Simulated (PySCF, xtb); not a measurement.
Al(F)2(OMe) (CH3AlF2O), SMILES C[O][Al]([F])[F].

GFN2-xTB (xtb) at its own geometry gives an orbital gap of 4.03 eV and a dipole moment of 2.92 D.

Geometry: B3LYP-D3(BJ)/def2-SVP. Other conformers were not sampled.

Task: What does PBE0/def2-TZVP run with PySCF give? (An estimate is asked for; the answer gives what the named calculation found.)

Result: gap 7.69 eV (levels -8.73 and -1.04 eV), dipole 2.16 D.
